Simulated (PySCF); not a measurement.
Electron correlation in F⁺ (fluorine, charge +1)

[He] 2s2 2p4, high-spin 3P determinant. All numbers are calculated (PySCF 2.14, scalar relativity by spin-free X2C-1e, in cc-pVTZ-DK). Frozen: 1s2; 6 electrons correlated.

MP2 pair energies summed by pair of shells (mhartree):

| pair | energy | share (%) |
| --- | --- | --- |
| 2p-2p | -67.48 | 47.1 |
| 2s-2p | -65.93 | 46.0 |
| 2s-2s | -9.93 | 6.9 |

Total MP2 correlation energy: -143.34 mhartree.

Same-spin part -35.07 and opposite-spin part -108.27 mhartree; SCS-MP2 scales them by 1/3 and 6/5 to -141.61 mhartree.

```tsv
level	correlation energy (mhartree)
CCSD	-158.59
(T)	-2.05
CCSD(T)	-160.64
```

Diagnostics: T1 = 0.0039, D1 = 0.0078, largest double amplitude 0.031.

Cost of the coupled-cluster step: 0.26 s of wall time on 1 thread of Neoverse-V2 (shared host), for 6 correlated electrons.
